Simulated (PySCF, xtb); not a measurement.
In(H)(Me)(NH2) (CH₆InN), SMILES [CH3][InH][NH2]. One conformer was computed; it need not be the lowest.

Harmonic wavenumbers (cm⁻¹) from GFN2-xTB in xtb at its own minimum, in rising order: 49, 103, 187, 307, 356, 418, 459, 520, 623, 627, 661, 1194, 1427, 1438, 1460, 1490, 2973, 2990, 2992, 3371, 3397.

### Question
What does B3LYP-D3(BJ)/def2-SVP (PySCF) give at its own minimum? (Estimate from the structure and the level; the computed values follow.)

### Answer
48, 121, 161, 316, 438, 468, 494, 598, 664, 702, 735, 1185, 1435, 1436, 1508, 1772, 3040, 3139, 3150, 3559, 3665. Paired by order, the mean absolute difference is 79 cm⁻¹ and the zero-point energies are 38.7 and 40.9 kcal/mol.
